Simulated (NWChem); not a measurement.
**Correlation energy of Cl$_{2}$Te**

```xyz
3

Te     0.0000     0.0000    -0.5985
Cl     1.8101     0.0000     0.9154
Cl    -1.8101     0.0000     0.9154
```
Charge 0, spin multiplicity 1.

Everything below was run with NWChem. Structure: optimised with PBE0/def2-SVP with def2 effective core potentials on Te, a minimum by its harmonic frequencies.

Basis set: def2-SVP. Each correlation energy counts from its own Hartree-Fock reference.

Effective core potentials replace the inner electrons of Te; spin-orbit coupling is left out. The correlated methods keep 14 core orbitals frozen. The structure started from a generated list of species. No row is a measurement; the coupled-cluster row has its own basis-set and correlation limits.

Task: One of these methods gave a correlation energy of -416.1 mHa. Which?
(A) CCSD+T(CCSD)
(B) CR-CCSD[T]
(C) CCSD
(D) MP2

Result: B, CR-CCSD[T]. The others give -374.8 (MP2), -407.6 (CCSD), -418.6 (CCSD+T(CCSD)).
